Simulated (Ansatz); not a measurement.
HfSi2. Charge 0, multiplicity 3. Geometry PBE-D4/def2-TZVP.

```xyz
3

Hf   -0.574   -0.936   -0.934
Si   -0.741    1.008    0.558
Si    1.315   -0.072    0.376
```

In the def2 sets Hf takes a core potential; there is no spin–orbit coupling. B3LYP takes the VWN-RPA correlation. The structure comes from a short search, and lower isomers may exist.

(1) Estimate the α-spin orbital energies around the gap (eV) in Ansatz with LDA (SPW92)/def2-TZVP, PBE-D4/def2-TZVP, B3LYP-D4/def2-TZVP, PBE0-D4/def2-TZVP, r2SCAN0-D4/def2-TZVP.

Results:

(1) 
```json
{"orbital": "HOMO−13", "LDA (SPW92)/def2-TZVP": "-93.85", "PBE-D4/def2-TZVP": "-93.76", "B3LYP-D4/def2-TZVP": "-98.28", "PBE0-D4/def2-TZVP": "-99.18", "r2SCAN0-D4/def2-TZVP": "-100.71"}
{"orbital": "HOMO−12", "LDA (SPW92)/def2-TZVP": "-93.80", "PBE-D4/def2-TZVP": "-93.70", "B3LYP-D4/def2-TZVP": "-98.22", "PBE0-D4/def2-TZVP": "-99.11", "r2SCAN0-D4/def2-TZVP": "-100.65"}
{"orbital": "HOMO−11", "LDA (SPW92)/def2-TZVP": "-93.78", "PBE-D4/def2-TZVP": "-93.69", "B3LYP-D4/def2-TZVP": "-98.20", "PBE0-D4/def2-TZVP": "-99.10", "r2SCAN0-D4/def2-TZVP": "-100.63"}
{"orbital": "HOMO−10", "LDA (SPW92)/def2-TZVP": "-63.94", "PBE-D4/def2-TZVP": "-64.14", "B3LYP-D4/def2-TZVP": "-67.49", "PBE0-D4/def2-TZVP": "-68.20", "r2SCAN0-D4/def2-TZVP": "-69.37"}
{"orbital": "HOMO−9", "LDA (SPW92)/def2-TZVP": "-33.86", "PBE-D4/def2-TZVP": "-33.98", "B3LYP-D4/def2-TZVP": "-36.16", "PBE0-D4/def2-TZVP": "-36.64", "r2SCAN0-D4/def2-TZVP": "-37.35"}
{"orbital": "HOMO−8", "LDA (SPW92)/def2-TZVP": "-33.75", "PBE-D4/def2-TZVP": "-33.87", "B3LYP-D4/def2-TZVP": "-36.03", "PBE0-D4/def2-TZVP": "-36.52", "r2SCAN0-D4/def2-TZVP": "-37.25"}
{"orbital": "HOMO−7", "LDA (SPW92)/def2-TZVP": "-33.64", "PBE-D4/def2-TZVP": "-33.76", "B3LYP-D4/def2-TZVP": "-36.03", "PBE0-D4/def2-TZVP": "-36.52", "r2SCAN0-D4/def2-TZVP": "-37.23"}
{"orbital": "HOMO−6", "LDA (SPW92)/def2-TZVP": "-12.42", "PBE-D4/def2-TZVP": "-12.25", "B3LYP-D4/def2-TZVP": "-13.59", "PBE0-D4/def2-TZVP": "-13.93", "r2SCAN0-D4/def2-TZVP": "-14.20"}
{"orbital": "HOMO−5", "LDA (SPW92)/def2-TZVP": "-9.26", "PBE-D4/def2-TZVP": "-9.11", "B3LYP-D4/def2-TZVP": "-10.18", "PBE0-D4/def2-TZVP": "-10.43", "r2SCAN0-D4/def2-TZVP": "-10.63"}
{"orbital": "HOMO−4", "LDA (SPW92)/def2-TZVP": "-6.31", "PBE-D4/def2-TZVP": "-6.15", "B3LYP-D4/def2-TZVP": "-6.75", "PBE0-D4/def2-TZVP": "-6.99", "r2SCAN0-D4/def2-TZVP": "-7.09"}
{"orbital": "HOMO−3", "LDA (SPW92)/def2-TZVP": "-5.60", "PBE-D4/def2-TZVP": "-5.41", "B3LYP-D4/def2-TZVP": "-6.00", "PBE0-D4/def2-TZVP": "-6.20", "r2SCAN0-D4/def2-TZVP": "-6.28"}
{"orbital": "HOMO−2", "LDA (SPW92)/def2-TZVP": "-5.56", "PBE-D4/def2-TZVP": "-5.38", "B3LYP-D4/def2-TZVP": "-5.88", "PBE0-D4/def2-TZVP": "-6.13", "r2SCAN0-D4/def2-TZVP": "-6.18"}
{"orbital": "HOMO−1", "LDA (SPW92)/def2-TZVP": "-4.59", "PBE-D4/def2-TZVP": "-4.52", "B3LYP-D4/def2-TZVP": "-5.22", "PBE0-D4/def2-TZVP": "-5.45", "r2SCAN0-D4/def2-TZVP": "-5.64"}
{"orbital": "HOMO", "LDA (SPW92)/def2-TZVP": "-4.12", "PBE-D4/def2-TZVP": "-4.10", "B3LYP-D4/def2-TZVP": "-4.78", "PBE0-D4/def2-TZVP": "-5.05", "r2SCAN0-D4/def2-TZVP": "-5.32"}
{"orbital": "LUMO", "LDA (SPW92)/def2-TZVP": "-3.97", "PBE-D4/def2-TZVP": "-3.71", "B3LYP-D4/def2-TZVP": "-2.89", "PBE0-D4/def2-TZVP": "-2.77", "r2SCAN0-D4/def2-TZVP": "-2.64"}
{"orbital": "LUMO+1", "LDA (SPW92)/def2-TZVP": "-2.79", "PBE-D4/def2-TZVP": "-2.64", "B3LYP-D4/def2-TZVP": "-2.09", "PBE0-D4/def2-TZVP": "-2.00", "r2SCAN0-D4/def2-TZVP": "-1.93"}
{"orbital": "LUMO+2", "LDA (SPW92)/def2-TZVP": "-2.76", "PBE-D4/def2-TZVP": "-2.59", "B3LYP-D4/def2-TZVP": "-2.01", "PBE0-D4/def2-TZVP": "-1.92", "r2SCAN0-D4/def2-TZVP": "-1.85"}
{"orbital": "LUMO+3", "LDA (SPW92)/def2-TZVP": "-2.55", "PBE-D4/def2-TZVP": "-2.35", "B3LYP-D4/def2-TZVP": "-1.77", "PBE0-D4/def2-TZVP": "-1.68", "r2SCAN0-D4/def2-TZVP": "-1.59"}
{"orbital": "LUMO+4", "LDA (SPW92)/def2-TZVP": "-2.40", "PBE-D4/def2-TZVP": "-2.23", "B3LYP-D4/def2-TZVP": "-1.71", "PBE0-D4/def2-TZVP": "-1.59", "r2SCAN0-D4/def2-TZVP": "-1.41"}
{"orbital": "LUMO+5", "LDA (SPW92)/def2-TZVP": "-1.60", "PBE-D4/def2-TZVP": "-1.37", "B3LYP-D4/def2-TZVP": "-0.58", "PBE0-D4/def2-TZVP": "-0.39", "r2SCAN0-D4/def2-TZVP": "-0.20"}
{"orbital": "β HOMO", "LDA (SPW92)/def2-TZVP": "-5.28", "PBE-D4/def2-TZVP": "-5.12", "B3LYP-D4/def2-TZVP": "-5.68", "PBE0-D4/def2-TZVP": "-5.81", "r2SCAN0-D4/def2-TZVP": "-5.87"}
{"orbital": "β LUMO", "LDA (SPW92)/def2-TZVP": "-3.93", "PBE-D4/def2-TZVP": "-3.64", "B3LYP-D4/def2-TZVP": "-2.99", "PBE0-D4/def2-TZVP": "-2.76", "r2SCAN0-D4/def2-TZVP": "-2.55"}
```
